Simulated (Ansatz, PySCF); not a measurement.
Gas-phase reaction in SMILES: C/C=C/Cl + 2 C (CH4) → C=C (C2H4) + CC (C2H6) + CCl (CH3Cl)
Each molecule is optimised on its own at B3LYP-D3(BJ)/def2-TZVP (Ansatz, a quantum-chemistry and plane-wave program).

Quantity: bond separation energy (enthalpy at 298 K, with B3LYP-D3(BJ) rigid-rotor harmonic-oscillator terms from PySCF), in kJ/mol. Valence correlation only, unless marked. No spin-orbit coupling. Non-relativistic. CBS marks a two-point X^-3 extrapolation of the correlation energy; Hartree-Fock from the larger set. [CCSD(T)-MP2]/basis is that difference in the basis named.

RI-MP2/CBS(cc-pV(T+d)Z,cc-pV(Q+d)Z)+[CCSD(T)-MP2]/cc-pV(T+d)Z (Ansatz) gives 43.6 kJ/mol.

Problem. Another calculation gave 43.9 kJ/mol. Which level was it?
A. HF/def2-TZVPD (PySCF)
B. SVWN5/def2-TZVPD (Ansatz)
C. wB97M-V/def2-TZVPD (Ansatz)

Solution. C, wB97M-V/def2-TZVPD (Ansatz). The others give 27.3 (HF), 61.7 (SVWN5) kJ/mol.
